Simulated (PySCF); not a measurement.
Compound: C₂H₉NO₂Si.
Z-matrix (Å and degrees, PBE0-D3(BJ)/def2-SVP geometry), rows numbered from 1:
```
C 
N   1  1.4408
C   2  1.4409  1  114.71
Si  2  1.7184  1  121.17  3  -170.49
O   4  1.6633  2  104.42  1  -161.57
O   4  1.6606  2  109.04  1   -38.87
H   1  1.1083  2  112.46  3    60.60
H   1  1.0999  2  110.44  3  -178.90
H   1  1.1073  2  111.30  3   -59.49
H   3  1.1068  2  111.03  1    59.53
H   3  1.0982  2  110.17  1   178.65
H   3  1.1083  2  112.28  1   -60.36
H   4  1.4892  2  118.10  1    77.51
H   5  0.9613  4  115.12  2  -156.54
H   6  0.9629  4  114.66  2   -51.35
```

Computed with PySCF at B3LYP/def2-SVPD, non-relativistic, on one gas-phase PBE0-D3(BJ)/def2-SVP geometry that isn't relaxed in the solvent. The solvent is an IEF-PCM continuum (cavity from Bondi-type radii × 1.2), and excitations are vertical TDDFT with non-equilibrium linear response and a frozen core. Only the electrostatic response of the medium enters.

```tsv
run	E − E(gas) (kcal/mol)	HOMO (eV)	HOMO–LUMO gap (eV)	dipole (D)	lowest singlet (eV)	static polarisability (au)
gas	0.00	-6.29	6.30	0.73	5.51	68.3
P	-2.52	-6.23	6.34	0.81	5.53	75.7
Q	-6.62	-6.18	6.39	0.93	5.58	90.1
```

Q: The runs were made in cyclohexane and water. Which run belongs to which solvent?

A: P = cyclohexane, Q = water. The dielectric constants are 2.017 (cyclohexane), 78.36 (water), and the energy falls further as ε rises. The optical constants n² used for the excitations are 2.04, 1.78 in the same order. In this model the ground state sees the solvent through ε alone.

Q: How constant is the ratio of the lowering to (ε − 1)/(2ε + 1)?

A: 
| solvent | (ε − 1)/(2ε + 1) | E − E(gas) (kcal/mol) | ratio (kcal/mol) | polarisation term (kcal/mol) |
| --- | --- | --- | --- | --- |
| cyclohexane | 0.202 | -2.52 | -12.5 | -2.63 |
| water | 0.490 | -6.62 | -13.5 | -7.37 |

The ratio changes by +8.0 % in size from cyclohexane to water. The polarisation term is half the interaction of the solute with the induced surface charges.

Hardware: AMD EPYC, one thread, shared host. Cost: 44 s, 0.97 GiB resident at most. This is the whole response run at B3LYP/def2-SVPD in water, SCF included.
